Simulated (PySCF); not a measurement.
Polarisability and C₆ of Nd⁺ (neodymium, charge +1)

[Xe] 4f4 6s1, one real determinant. Calculation: PySCF 2.14, in ANO-RCC-VTZP (8s7p5d3f2g1h, 104 functions); the spin-free X2C one-electron Hamiltonian (Gaussian nucleus). Coupled (time-dependent) response in atomic units; α is the mean over directions. The basis has no added diffuse functions, which lowers α and C₆.

```csv
method,mean α (bohr³),"α xx, yy, zz",C₆ (like pair),S(−4)
UHF,131.8,"131.1, 131.1, 133.4",1387,14520
```

S(−4) is the Cauchy moment in α(ω) = α(0) + S(−4) ω² + …

Spin-orbit coupling is absent.

α(iu) at UHF:

| u (hartree) | α(iu) (bohr³) |
| --- | --- |
| 0 | 131.8 |
| 0.0500 | 104.0 |
| 0.100 | 65.66 |
| 0.200 | 30.24 |
| 0.300 | 18.60 |
| 0.500 | 10.83 |
| 0.750 | 7.303 |
| 1.00 | 5.445 |
| 1.50 | 3.425 |
| 2.00 | 2.374 |
| 3.00 | 1.357 |
| 5.00 | 0.6343 |

For an ion, C₆ is the dispersion term alone; charge-induced terms of lower order in 1/R come first.

The components differ because the open shell of this determinant is not spherical; for a pure term their mean is the scalar polarisability.

⟨L²⟩ = 34.03 against 42 for a pure I term, so this real determinant mixes terms. Spin-orbit coupling, absent here, splits the open shell strongly.
